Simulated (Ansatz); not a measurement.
`O[SiH](O)[NH][GeH3]` + `[SiH3][SiH2]S` → `[SiH3][SiH2][S][GeH3]` + `N[SiH](O)O`  (ligand exchange at a Ge–N bond)

Gas-phase electronic energies from Ansatz, PBE0-D4/def2-TZVP geometries. CCSD(T)/CBS adds triple-zeta CCSD(T) − MP2 to the extrapolated MP2 energy (def2 sets, frozen cores). This one scheme is used for every species. DFT in def2-TZVPP. B3LYP here is the variant with VWN-RPA as its local correlation; programs differ in this. For Ge outer-core shells are correlated without core-valence functions, which leaves a few kJ/mol of doubt a bond. Scalar relativity is left out up to krypton. Each species was taken in one conformer, which may not be the lowest.

```csv
level,ΔE (kcal/mol),difference from CCSD(T)/CBS
PBE-D4,-11.9,-1.8
r2SCAN-D4,-10.8,-0.7
PBE0-D4,-11.5,-1.4
B3LYP-D4,-10.3,-0.2
ωB97X-V,-9.4,0.7
ωB97M-V,-10.0,0.1
B2PLYP,-9.6,0.5
PBE,-11.5,-1.4
r2SCAN,-10.7,-0.6
PBE0,-11.2,-1.1
B3LYP,-9.7,0.4
HF/def2-TZVPP,-7.7,2.4
MP2/def2-TZVPP,-10.0,0.1
SCS-MP2/def2-TZVPP,-8.9,1.2
CCSD/def2-TZVPP,-8.6,1.5
CCSD(T)/def2-TZVPP,-9.1,1.0
HF/def2-QZVPP,-7.6,2.5
MP2/def2-QZVPP,-10.5,-0.4
SCS-MP2/def2-QZVPP,-9.4,0.7
HF/CBS(def2),-7.6,2.5
MP2/CBS(def2),-11.0,-0.9
CCSD/CBS(def2),-9.6,0.5
CCSD(T)/CBS,-10.1,0
```

Largest T1 diagnostic among the species: 0.012.

In def2-TZVPP, CCSD(T) changes the Hartree–Fock value by −1.4 kcal/mol (the triples alone add −0.5 kcal/mol) and MP2 by −2.3 kcal/mol.
